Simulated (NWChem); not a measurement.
Atomisation of CH3BF2S

```
S
B 1 1.7945
F 2 1.3193 1 119.69
F 2 1.3225 3 118.22 1 180.00
C 1 1.8184 2 101.14 3 180.00
H 5 1.0974 1 111.07 2 -61.26
H 5 1.0974 6 109.81 1 -123.25
H 5 1.0974 6 109.13 7 -119.58
```
Charge 0, spin multiplicity 1.

All runs are NWChem calculations. Structure: optimised with PBE0/def2-SVP, a minimum by its harmonic frequencies. It is one conformer; others weren't searched.

Basis set: def2-TZVP. The atomisation energy is electronic alone: no zero-point, thermal, spin-orbit or counterpoise terms. No value is extrapolated to the basis-set limit. Free atoms are single determinants with multiplicities B 2, F 2, S 3, C 3, H 2.

B3LYP has NWChem's definition, with VWN1-RPA local correlation. The structure started from a generated list of species. The stability of the SCF solutions was not checked.

Problem. One of these methods gave an atomisation energy of 785.5 kcal/mol. Which?
A. B3LYP
B. PBE
C. LDA (SVWN5)
D. PBE0

Solution. D, PBE0. The others give 907.2 (LDA (SVWN5)), 777.2 (B3LYP), 802.6 (PBE).
